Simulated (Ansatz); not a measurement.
MnI₂: single points at one geometry.

```yaml
crystal:
  periodic: [false, false, false]
  atoms:
    - {symbol: Mn, position_ang: [-0.010133, -0.005856, -0.000292]}
    - {symbol: I, position_ang: [-0.045099, -0.036888, 2.536615]}
    - {symbol: I, position_ang: [0.055232, 0.042735, -2.536323]}
basis:
  gaussian: {orbitals: def2-TZVP, initial_orbitals: start.molden}
magnetization: {spin_polarized: true, initial_magnetization: 5}
hamiltonian: {xc: {name: r2SCAN0}, dispersion: d4}
scf: {omitted_lower_state_checks: [starts]}
output: {orbitals: {seedname: orbitals}}
```

The file start.molden holds the orbitals of an earlier run on this structure, at another level or in another basis.

```sh
$ ansatz run in.yaml --threads 2 --pin off --events-out ev --progress --plain --max-ram 4352MiB
```

It prints (some lines left out):

```
Functional definition: r2SCAN0
  name "r2SCAN0"
  cite "Bursch, Neugebauer, Ehlert & Grimme, J. Chem. Phys. 156, 134105 (2022) doi:10.1063/5.0086040"
  cite "Furness, Kaplan, Ning, Perdew & Sun, J. Phys. Chem. Lett. 11, 8208 (2020) doi:10.1021/acs.jpclett.0c02405"
  cite "Furness, Kaplan, Ning, Perdew & Sun, J. Phys. Chem. Lett. 11, 9248 (2020) doi:10.1021/acs.jpclett.0c03077"
  parent r2scan
  parameter a = 0.25
  parameter k0 = 0.174
  parameter k1 = 0.065
  parameter a1 = 4.9479
  exchange = (1 - a)*r2scan_x(k0 = k0, k1 = k1, a1 = a1) + a*exact_x
  correlation = r2scan_c
these checks for a lower state are left out or cut short: starts
1388 factors; integrals over basis functions are off by at most 2.5e-4 eV
mean field evaluation 1: about -47530.3538 eV, gradient 3.7e0 eV
mean field evaluation 2: about -47530.3868 eV, gradient 6.5e-2 eV
mean field evaluation 4: about -47530.4586 eV, gradient 1.1e-3 eV
mean field evaluation 8: about -47530.4586 eV, gradient 2.6e-5 eV
mean field -47530.45863717 eV, -1746.7121376140 hartree, gradient 2.6e-5 eV, S^2 8.775594; 0 other end points of the search recorded, 0 dependent functions left out
reference -47530.45864758 eV, -1746.7121379966 hartree; 40, 35 occupied and 105, 110 virtual orbitals, 1388 factors
Total energy: -47530.48619415 eV, -1746.7131503143 hartree
Checks for a lower state left out: starts
```

Run time 23 s (2 threads of Arm Neoverse N1 on a shared host), peak host memory 0.6 GiB.

As the first input, with `hamiltonian: {xc: {text: "exchange = 0.90*pbe_x + 0.10*exact_x\ncorrelation = pbe_c"}}` (abridged; 12 s):

```
Functional definition: unnamed
mean field -47519.99541004 eV, -1746.3276211090 hartree, gradient 2.8e-5 eV, S^2 8.771043
Total energy: -47519.99544006 eV, -1746.3276222124 hartree
Checks for a lower state left out: starts
```

As the first input, with `hamiltonian: {xc: {name: CAM-B3LYP}, dispersion: d4}` (abridged; 14 s):

```
Functional definition: CAM-B3LYP
mean field -47528.14836605 eV, -1746.6272367165 hartree, gradient 2.3e-5 eV, S^2 8.763924
Total energy: -47528.24272260 eV, -1746.6307042557 hartree
Checks for a lower state left out: starts
```

As the first input, with `gaussian: {orbitals: def2-TZVPD, initial_orbitals: start.molden}`, `hamiltonian: {xc: pbe, dispersion: d4}` (abridged; 10 s):

```
Functional definition: PBE
mean field -47519.18786771 eV, -1746.2979444758 hartree, gradient 6.1e-6 eV, S^2 8.769362
Total energy: -47519.28585725 eV, -1746.3015455250 hartree
Checks for a lower state left out: starts
```

As the first input, with `gaussian: {orbitals: def2-SVP, initial_orbitals: start.molden}`, `hamiltonian: {xc: pbe0, dispersion: d4}` (abridged; 6 s):

```
Functional definition: PBE0
mean field -47516.60561183 eV, -1746.2030483228 hartree, gradient 2.8e-5 eV, S^2 8.770237
Total energy: -47516.69174343 eV, -1746.2062136005 hartree
Checks for a lower state left out: starts
```

As the first input, with `hamiltonian: {xc: {name: revPBE}, dispersion: d4}` (abridged; 7 s):

```
Functional definition: revPBE
mean field -47525.72225005 eV, -1746.5380785976 hartree, gradient 9.2e-6 eV, S^2 8.770363
Total energy: -47525.89484872 eV, -1746.5444214819 hartree
Checks for a lower state left out: starts
```

The first input with `hamiltonian: {xc: {text: "exchange = 0.65*pbe_x + 0.35*exact_x\ncorrelation = pbe_c"}}` (abridged; 13 s):

```
Functional definition: unnamed
mean field -47522.41637505 eV, -1746.4165899325 hartree, gradient 3.2e-5 eV, S^2 8.772018
Total energy: -47522.41639633 eV, -1746.4165907142 hartree
Checks for a lower state left out: starts
```

Geometry: B3LYP-D4/def2-TZVP.

In the def2 sets I takes a core potential; there is no spin–orbit coupling.
